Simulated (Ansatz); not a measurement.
C₃H₇Cl₂Ga, SMILES `C[CH](C)[Ga]([Cl])[Cl]`. Charge 0, multiplicity 1.

```xyz
13

C    -0.2643    1.0494   -1.0375
C     0.1484    0.3290    0.2397
C     1.4080   -0.5096    0.0643
Ga   -1.3336   -0.7433    0.9731
Cl   -3.3972   -0.2780    0.6270
Cl   -1.0284   -2.4704    2.2054
H    -0.4606    0.3450   -1.8505
H     0.5389    1.7143   -1.3727
H    -1.1637    1.6533   -0.9015
H     0.3307    1.0772    1.0221
H     1.2774   -1.2746   -0.7061
H     1.7004   -1.0174    0.9856
H     2.2440    0.1251   -0.2490
```

(1) List the harmonic frequencies (cm⁻¹, unscaled) at PBE0-D4/def2-TZVP in Ansatz. (Best estimate.)

Answers

(1) Computed: 13, 79, 98, 128, 228, 233, 256, 260, 379, 393, 431, 541, 901, 926, 985, 1002, 1125, 1186, 1236, 1322, 1400, 1419, 1476, 1487, 1494, 1498, 3026, 3034, 3035, 3099, 3100, 3126, 3126.
